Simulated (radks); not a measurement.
The numbers below are computed, except where a source is named.
Q: Dipole-allowed excitations along the series with 46 electrons in [Kr] 4d10. Level of theory: scalar-relativistic Kohn-Sham, LB94 model potential, spin-unpolarised, spherical densities, finite nucleus; Fermi nuclear charge, rms radius of each element as measured or else 0.836 A^(1/3) + 0.57 fm (a radial shooting solver on a logarithmic mesh with Libxc functionals). Time-dependent linear response with the Hartree and adiabatic LDA kernel, continuum included through the Sternheimer equations, no spin-orbit coupling, so fine structure and intercombination lines are absent. Lines are the poles of the dipole polarisability below minus the highest occupied eigenvalue, found on a grid refined at the orbital gaps; the lowest seven at most are given, and weak or close lines can be missed. The first line takes the name of the lowest orbital gap if no other gap lies below it; otherwise a line is named after a gap within 0.6 % of it, if that gap stands alone.

species  -e(HOMO) (eV)  lowest orbital gap (eV)  first line (eV)      f  static alpha (bohr^3)
Pd               9.704              4d-5p 5.652    6.086 (4d-5p)  0.474                  20.94
Ag+             22.778             4d-5p 10.949   11.592 (4d-5p)  0.679                  9.385

Estimate the first line of Cd2+, its oscillator strength and the static polarisability.

A: 17.950 eV (4d-5p), f = 0.803, alpha = 5.358 bohr^3.
